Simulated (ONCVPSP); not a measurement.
## What the settings do to the ONCV potential of tungsten (W)

Base potential:

| Item | Value |
| --- | --- |
| Element | W (Z = 74) |
| Generator | ONCVPSP 4.0.1 |
| Type | optimised norm-conserving Vanderbilt (ONCV) |
| Functional | LDA (Perdew-Zunger) |
| Relativity | scalar-relativistic |
| Frozen core | [Kr] 4d10 4f14 |
| Valence charge | 14 |
| Reference configuration | 5s2 5p6 5d4 6s1.75 6p0.25 |
| Partial waves | 5s+6s: rc 1.75 bohr, ncon 4, nbas 7, qcut 9 1/bohr, 2 projectors; 5p+6p: rc 2.50 bohr, ncon 4, nbas 9, qcut 5.4 1/bohr, 2 projectors; 5d: rc 2.50 bohr, ncon 4, nbas 8, qcut 7.3 1/bohr, 3 projectors, debl 2.6 Ha |
| Local potential | polynomial inside 1.65 bohr (lpopt 2, dvloc0 0 Ha) |
| Core correction | polynomial model core, fcfact 0.2 |

Cutoffs, loose and tight: the cutoffs (Ha) at which the residual kinetic energy of the hardest occupied pseudo-wave falls to 1 and 0.1 mHa per electron. They do not see the model core or the augmentation charge, which bear on the density cutoff. Test errors are all-electron minus pseudo excitation energies from the reference, over the configurations 5s2 5p6 5d4 6s2 6p0; 5s2 5p6 5d4 6s1 6p0; 5s2 5p6 5d4 6s0 6p0; 5s1 5p6 5d4 6s2 6p0. A dash means not determined; rows that change the core or the reference have their own tests.

A true bound ghost makes a file unfit for plane-wave use even where its test errors are small: the radial tests pick states by their node count and pass the ghost by.

| change | outcome | cutoff, loose | cutoff, tight | bound ghosts | GHOST(+) flags above zero | largest test error (meV) |
| --- | --- | --- | --- | --- | --- | --- |
| base | generated | 25 Ha | 29 Ha | none | s | -294 |
| all radii but the core radius scaled by about 0.81 (s 1.42, p 2.04, d 2.04 bohr); local potential polynomial inside 1.34 bohr (lpopt 2, dvloc0 0 Ha) | failed: ERROR pspot: first pseudo wave function has node, program will stop | – | – | – | – | – |
| all radii but the core radius scaled by about 0.89 (s 1.56, p 2.24, d 2.24 bohr); local potential polynomial inside 1.48 bohr (lpopt 2, dvloc0 0 Ha) | generated | 26 Ha | 31 Ha | none | s | -226 |
| all radii but the core radius scaled by about 0.97 (s 1.70, p 2.42, d 2.42 bohr); local potential polynomial inside 1.60 bohr (lpopt 2, dvloc0 0 Ha) | generated | 25 Ha | 30 Ha | none | s | -275 |
| all radii but the core radius scaled by about 1.13 (s 1.98, p 2.84, d 2.84 bohr); local potential polynomial inside 1.86 bohr (lpopt 2, dvloc0 0 Ha) | generated | 20 Ha | 24 Ha | none | s | -493 |
| all radii but the core radius scaled by about 1.32 (s 2.32, p 3.30, d 3.30 bohr); local potential polynomial inside 2.18 bohr (lpopt 2, dvloc0 0 Ha) | failed: ERROR pspot: first pseudo wave function has node, program will stop | – | – | – | – | – |

Task: What comes out with this change to the base: all radii but the core radius scaled by about 1.05 (s 1.84, p 2.64, d 2.64 bohr); local potential polynomial inside 1.74 bohr (lpopt 2, dvloc0 0 Ha)?

Result: outcome: generated; cutoff, loose: 24 Ha; cutoff, tight: 29 Ha; bound ghosts: none; GHOST(+) flags above zero: s; largest test error (meV): -321.

Task: What comes out with this change to the base: all radii but the core radius scaled by about 1.23 (s 2.14, p 3.08, d 3.08 bohr); local potential polynomial inside 2.02 bohr (lpopt 2, dvloc0 0 Ha)?

Result: outcome: generated; cutoff, loose: 18 Ha; cutoff, tight: 22 Ha; bound ghosts: s; GHOST(+) flags above zero: none; largest test error (meV): -544.

Reading the sweep of the scale of all radii but the core radius (base = 1) (base included, trends over the rows without a ghost): The loose cutoff falls from 26 Ha at 0.89 to 20 Ha at 1.13. A larger radius leaves more room for a smooth pseudo-wave, so fewer plane waves are needed; a smaller one forces it to follow the all-electron wave where it bends sharply. The median size of the test errors (rows with all tests solved) rises from 6.5 meV at 0.89 to 8.7 meV at 1.13. More of the atom is replaced by a form fitted at one configuration, so other configurations suffer as the radius grows. Bound ghosts are found at 1.23. The generation fails at 0.81, 1.32.
